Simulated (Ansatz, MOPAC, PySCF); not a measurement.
Donor–acceptor adduct: BF3 (SMILES FB(F)F) (first 4 atoms) with H2O (SMILES O); geometry from B3LYP-D3(BJ)/def2-TZVP, rigid monomers moved along the line of their centres of mass till B2···O5 is 2.61 Å.
(charge 0, multiplicity 1):
```xyz
7

F      1.05792    -0.78438     0.30187
B      0.02947     0.02507     0.57220
F      0.21096     1.34710     0.36965
F     -1.21323    -0.46047     0.36874
O      0.02881     0.02153     3.18314
H     -0.83479    -0.27931     3.49649
H      0.15600     0.92571     3.50055
```

Counterpoise-corrected where a basis set is named; no monomer relaxation. Rows marked so take none.

Rows in 6-31G* carry no dispersion term and start afresh at each structure (6-31G* with six Cartesian d functions). The state that AM1, PM3 reach isn't checked.

The values were computed with Ansatz (a first-principles code) with Gaussian orbitals; MOPAC for AM1, PM3 (differences of heats of formation); PySCF for 6-31G* rows. 

Problem. One of these levels gives -26.9 kJ/mol for the interaction energy. Which one is it?
A) PM3
B) BP86/6-31G* (no counterpoise)
C) HF/aug-cc-pVDZ
D) AM1

Solution. A, PM3. The others give -11.8 (AM1), -38.4 (HF/aug-cc-pVDZ), -46.9 (BP86/6-31G* (no counterpoise))
